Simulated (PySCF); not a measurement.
Ligands exchanged one at a time, Si Br-H. All species are isolated molecules in the gas phase. Strings in code marks are SMILES.

The T1 excitation (TDA) from two functionals at the same geometries (r2SCAN-D4/def2-TZVP), both in PySCF: PBE-D3(BJ)/def2-TZVP and r2SCAN-D4/def2-TZVP. Excitations are Tamm–Dancoff values on a coarser integration grid. The basis has no diffuse functions, so Rydberg states are missing or too high.

| species | PBE-D3(BJ)/def2-TZVP (eV) | r2SCAN-D4/def2-TZVP (eV) |
|---|---|---|
| 1 of 4 Br replaced by H | 5.16 | 5.69 |
| 2 of 4 Br replaced by H (`Br[SiH2]Br`) | 5.62 | 6.12 |
| 3 of 4 Br replaced by H (`[SiH3]Br`) | 5.75 | 6.29 |

Over these rows, drawn at random from the members with no instability flagged (it was tested for open shells, ions and some series alone), PBE minus r2SCAN-D4: mean -0.53 eV, from -0.54 eV to -0.50 eV.
